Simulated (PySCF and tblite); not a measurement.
Results of a calculation; reference values are marked as such.
System: C4H10F2SSi, numbered as in [CH3:1][S:2][Si:3]([CH3:4])([CH3:5])[CH:6]([F:7])[F:8].

Level: PBE0/pcSseg-1 + D3(BJ) on GFN2-xTB stationary points, with GFN2-xTB thermal terms. Rates follow Eyring's equation with the number of equivalent paths and no tunnelling. (PySCF 2.14 with density fitting, tblite 0.8.)

The barrier is low, and the GFN2-xTB saddle may lie off the DFT one, so take it as rough.

(1) How high is the barrier to the rotation about the Si3–C6 bond (torsion S2–Si3–C6–F7 from 171° to 72°, falling), through which structure does it pass, and what rate follows at 298 K?

## Answers

(1) The electronic barrier is 1.7 kcal/mol and ΔG‡(298 K) 1.9 kcal/mol, over a C1 saddle with an imaginary mode of 23i cm⁻¹ (GFN2-xTB). With 2 equivalent paths, k is 4.7×10¹¹ s⁻¹, a mean lifetime of the start of 2.1 ps against this motion.
